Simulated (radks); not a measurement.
Isoelectronic series with 9 electrons, each ion in its NIST ground configuration. Calculated with a radial shooting solver on a logarithmic mesh with Libxc functionals: scalar-relativistic Kohn-Sham, PBE, spin-polarised, spherical densities, point nucleus; open shells are filled with parallel spins first (spin-orbit coupling, left out, can overturn this in heavy ions). Total energies (hartree) and mean radii <r> (bohr):

Zr31+: configuration [He] 2s2 2p5; E (hartree) -2778.25034; 2p down 0.1369; 2p up 0.1367; 2s down 0.1581
Nb32+: configuration [He] 2s2 2p5; E (hartree) -2928.70879; 2p down 0.1331; 2p up 0.1329; 2s down 0.1537
Mo33+: configuration [He] 2s2 2p5; E (hartree) -3083.38449; 2p down 0.1295; 2p up 0.1293; 2s down 0.1495
Tc34+: configuration [He] 2s2 2p5; E (hartree) -3242.30373; 2p down 0.1260; 2p up 0.1259; 2s down 0.1455
Ru35+: configuration [He] 2s2 2p5; E (hartree) -3405.49372; 2p down 0.1228; 2p up 0.1226; 2s down 0.1417
Rh36+: configuration [He] 2s2 2p5; E (hartree) -3572.98266; 2p down 0.1197; 2p up 0.1195; 2s down 0.1381
Pd37+: configuration [He] 2s2 2p5; E (hartree) -3744.79973; 2p down 0.1167; 2p up 0.1166; 2s down 0.1346
Ag38+: configuration [He] 2s2 2p5; E (hartree) -3920.97511; 2p down 0.1139; 2p up 0.1138; 2s down 0.1313
Cd39+: configuration [He] 2s2 2p5; E (hartree) -4101.54006; 2p down 0.1112; 2p up 0.1111; 2s down 0.1282
In40+: configuration [He] 2s2 2p5; E (hartree) -4286.52690; 2p down 0.1086; 2p up 0.1085; 2s down 0.1252
Sn41+: configuration [He] 2s2 2p5; E (hartree) -4475.96909; 2p down 0.1062; 2p up 0.1060; 2s down 0.1223
Sb42+: configuration [He] 2s2 2p5; E (hartree) -4669.90122; 2p down 0.1038; 2p up 0.1037; 2s down 0.1195
Te43+: configuration [He] 2s2 2p5; E (hartree) -4868.35909; 2p down 0.1015; 2p up 0.1014; 2s down 0.1168
I44+: configuration [He] 2s2 2p5; E (hartree) -5071.37970; 2p down 0.09935; 2p up 0.09924; 2s down 0.1142
Xe45+: configuration [He] 2s2 2p5; E (hartree) -5279.00134; 2p down 0.09726; 2p up 0.09715; 2s down 0.1117
Cs46+: configuration [He] 2s2 2p5; E (hartree) -5491.2636; 2p down 0.09525; 2p up 0.09515; 2s down 0.1094
Ba47+: configuration [He] 2s2 2p5; E (hartree) -5708.2075; 2p down 0.09331; 2p up 0.09321; 2s down 0.1070
La48+: configuration [He] 2s2 2p5; E (hartree) -5929.8754; 2p down 0.09145; 2p up 0.09135; 2s down 0.1048
Ce49+: configuration [He] 2s2 2p5; E (hartree) -6156.3110; 2p down 0.08965; 2p up 0.08956; 2s down 0.1027
